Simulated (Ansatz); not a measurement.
H2Be, triplet, geometry from GFN2-xTB (such geometries of metal compounds can be far from the true shape) (a higher spin typed on purpose: for a closed-shell molecule this is an excited state), atoms displaced at random by about 0.05 Å a coordinate. Base run: Ansatz (a program for electronic structure) with HF/def2-SV(P).

Here is a job for Ansatz.
Ansatz 0.2 input:
```yaml
crystal:
  periodic: [false, false, false]
  atoms:
    - {symbol: Be, position_ang: [-0.11769593, 0.21647109, 0.23844441]}
    - {symbol: H, position_ang: [0.46369227, -1.00539984, 0.12720729]}
    - {symbol: H, position_ang: [-0.26217700, -0.05455826, -1.15929857]}
basis:
  gaussian:
    orbitals: def2-SV_P_.json
hamiltonian:
  xc: hf
magnetization: {spin_polarized: true, initial_magnetization: 2}
relax: {}
```
The basis file holds def2-SV(P) in the JSON format of the Basis Set Exchange.

Each row names what was changed in the base input (with any setting that the change needs).

```
change                          ΔE vs base (kJ/mol)  optimiser steps
------------------------------  -------------------  ---------------
base                                           0.00                5
relax = escape_saddle: false                   0.00                5
relax = max_displacement: 0.02                 0.00               16
relax = f_tol: 0.1                             0.01                4
relax = f_tol: 0.0005                         -7.67               15
relax = max_displacement: 0.5                  0.00                5
relax = f_tol: 0.05                            0.01                4
```
